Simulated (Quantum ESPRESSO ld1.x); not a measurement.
Species: Tl4+. Configuration: [Kr] 4d10 4f14 5s1.5 5p6 5d9 5f0.5 (fractional occupations, a model configuration). Calculated with ld1.x of Quantum ESPRESSO 7.5: Dirac Kohn-Sham, PBE, spin-unpolarised, spherical densities, point nucleus; open shells are shared between the two j in proportion to 2j + 1.

Spin-orbit splittings of the eigenvalues, e(l+1/2) - e(l-1/2), with zeta = 2 splitting/(2l+1) and mean radii in bohr:

| shell | occ. | splitting (eV) | zeta (eV) | <r> j=l-1/2 | <r> j=l+1/2 |
|---|---|---|---|---|---|
| 2p | 6 | 2066 | 1377 | 0.05589 | 0.06468 |
| 3p | 6 | 459.4 | 306.2 | 0.1674 | 0.1835 |
| 3d | 10 | 98.07 | 39.23 | 0.1595 | 0.1644 |
| 4p | 6 | ? | ? | 0.3930 | 0.4273 |
| 4d | 10 | 20.85 | 8.338 | 0.4331 | 0.4442 |
| 4f | 14 | 4.613 | 1.318 | 0.4634 | 0.4698 |
| 5p | 6 | 20.79 | 13.86 | 0.9320 | 1.020 |
| 5d | 9 | 2.577 | 1.031 | 1.254 | 1.291 |
| 5f | 0.5 | 0.07873 | 0.02250 | 2.854 | 2.877 |
| 6p | 0 | 3.207 | 2.138 | 2.309 | 2.498 |
| 6d | 0 | 0.3844 | 0.1538 | 3.314 | 3.373 |
| 6f | 0 | 0.04409 | 0.01260 | 5.602 | 5.627 |

Estimate the 4p splitting.

Answer. 111.7 eV (zeta = 74.47 eV).
